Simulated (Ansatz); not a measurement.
Gas-phase reaction in SMILES: C[N]B(C)C -> [CH2]B(C)NC
Each molecule is optimised on its own at B3LYP-D3(BJ)/def2-TZVP (Ansatz, a quantum-chemistry and plane-wave program), one conformer each, not searched for the lowest.

Wanted: isomerisation energy (electronic energy difference), in eV. Cores are frozen in the correlated levels unless marked. Open shells are spin-unrestricted. Spin-orbit coupling is left out. No relativistic terms. CBS marks a two-point X^-3 extrapolation of the correlation energy; Hartree-Fock from the larger set.

| level | program | isomerisation energy (eV) |
|---|---|---|
| PBE-D3(BJ)/def2-TZVPD | Ansatz + dftd3 | -0.35 |
| BLYP-D4/def2-TZVPD | Ansatz + dftd4 | -0.35 |
| PBE0/6-31G* | Ansatz | [?] |
| PBE0-D3(BJ)/def2-TZVPD | Ansatz + dftd3 | -0.45 |
| HSE06-D4/def2-TZVPD | Ansatz + dftd4 | -0.44 |
| LC-wPBE-D4/def2-TZVPD | Ansatz + dftd4 | [?] |
| RPA@PBE/cc-pVTZ | Ansatz | -0.56 |
| SCS-MP2/cc-pVDZ | Ansatz | -0.63 |
| CCSD(T)/CBS(cc-pVTZ,cc-pVQZ) | Ansatz | -0.56 |

**Question.** What belongs in the gaps?

**Answer.** 
- PBE0/6-31G*, isomerisation energy (eV): -0.31
- LC-wPBE-D4/def2-TZVPD, isomerisation energy (eV): -0.52
